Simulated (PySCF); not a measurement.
C3H6BFO, SMILES FCB1CCO1.

Geometry: B3LYP-D3(BJ)/def2-SVP. The structure was generated by enumeration, and PubChem lists no compound with its InChIKey, so it may never have been made. The values are those of a single conformer.

Computed with PySCF with PBE/def2-TZVP.

Symmetry labels are those of the subgroup Cs that the program uses (full group Cs).

Computed valence orbital energies around the gap with their symmetry:
```csv
orbital,symmetry,energy (eV)
HOMO−7,A",-11.41
HOMO−6,A',-10.81
HOMO−5,A",-9.21
HOMO−4,A',-8.31
HOMO−3,A",-8.11
HOMO−2,A',-7.69
HOMO−1,A",-7.48
HOMO,A',-6.79
LUMO,A",-0.95
LUMO+1,A',0.10
LUMO+2,A',0.25
LUMO+3,A',0.93
```
